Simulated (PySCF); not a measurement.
Compound: C₄H₈NOSi₂ (doublet state).
SMILES with atom numbers: `[O:1]=[CH:2][C:3]#[C:4][SiH:5][NH:6][CH2:7][SiH3:8]` (hydrogens: H9 on C2; H10 on Si5; H11 on N6; H12, H13 on C7; H14, H15, H16 on Si8)

Cartesian coordinates in Å at the GFN2-xTB level; atoms count from 1:
```
atom  x, y, z in Å
O1    -3.4672   -0.5278    2.6019
C2    -3.6377   -0.1786    1.4376
C3    -2.6535   -0.0129    0.4694
C4    -1.7796    0.1863   -0.3826
Si5   -0.5014    0.2795   -1.6106
N6     1.1123   -0.1327   -1.2730
C7     1.5777   -0.7693   -0.0527
Si8    2.2847    0.4807    1.2154
H9    -4.6559    0.0380    1.0472
H10   -0.6117    0.7905   -2.9577
H11    1.8606    0.3223   -1.7766
H12    0.7348   -1.3045    0.3843
H13    2.3299   -1.5199   -0.3177
H14    2.7935   -0.2646    2.3617
H15    1.2283    1.4251    1.5659
H16    3.3777    1.1969    0.5435
```

The hyperfine couplings belong to this conformer and change with its torsions.

The calculation used UKS B3LYP, pcH-1 on C H N O Si, non-relativistic, mean-field spin-orbit, GIAO in PySCF 2.14.0. The structure is a single GFN2-xTB conformer in the gas phase; no vibrational or solvent corrections. Couplings are sensitive to structure, and on GFN2-xTB geometries they can be far from those on DFT ones, by a factor of two or more for some ions and for spin on atoms past the first row. Stability of the SCF solution: not tested.

Problem. Give the principal g shifts and their parts.

Solution. 
```csv
Δg (ppm),1,2,3
relativistic mass correction,-181,-181,-181
gauge correction,4,39,36
orbital Zeeman/spin–orbit,-5,1460,3529
total,-183,1318,3383
```

So g = 2.00214, 2.00364, 2.00570 and g_iso = 2.00383; the tensor is rhombic: the two nearest values differ by 42 % of g3 − g1. Axes: g2 points within 15° of the C3–C4 bond.

Problem. At 9.312 GHz, how far is the centre of the isotropic spectrum from where a free electron (g = 2.002319) resonates?

Solution. B = hν/(g μB) with μB/h = 13.99624 MHz/mT gives 332.28 mT for the free electron and 332.03 mT at g_iso, 0.25 mT lower.

Problem. What effective moment and Curie constant follow for a powder?

Solution. With the mean of g² = 4.0153 and S(S+1) = 0.75: μ_eff = √(⟨g²⟩S(S+1)) = 1.735 μB and χT = 0.12505·⟨g²⟩·S(S+1) = 0.377 cm³ K/mol (cgs; spin-Hamiltonian part alone).

Problem. In a frozen sample, at which fields do the three g values resonate at 9.5, 34, 94 and 263 GHz (hyperfine left aside), and which band first spreads them over more than twice a line width of 1.0 mT?

Solution. 
```json
{"band": "X", "GHz": "9.5", "B(g3) mT": "338.41", "B(g2) mT": "338.76", "B(g1) mT": "339.01", "spread mT": "0.60"}
{"band": "Q", "GHz": "34.0", "B(g3) mT": "1211.16", "B(g2) mT": "1212.41", "B(g1) mT": "1213.32", "spread mT": "2.16"}
{"band": "W", "GHz": "94.0", "B(g3) mT": "3348.50", "B(g2) mT": "3351.95", "B(g1) mT": "3354.46", "spread mT": "5.96"}
{"band": "J", "GHz": "263.0", "B(g3) mT": "9368.67", "B(g2) mT": "9378.32", "B(g1) mT": "9385.35", "spread mT": "16.68"}
```

The spread grows in proportion to the frequency. Q band is the first where it exceeds 2.0 mT.

Largest spin populations (Mulliken): Si5 (+0.54), C3 (+0.27), O1 (+0.19) and N6 (+0.09). Three atoms exceed +0.15. The angles at Si5 add up to 359.8°, so it is planar; its axial dipolar tensor and the negative coupling of its proton fit spin in a p orbital normal to that plane.

The HOMO–LUMO gaps are 3.38 eV among the α and 4.02 eV among the β orbitals.

Hardware: AMD EPYC 9R45, one thread, on a shared host. Cost: 67 s of wall time (with the writing of density and orbital grids), 1.1 GiB resident at most.
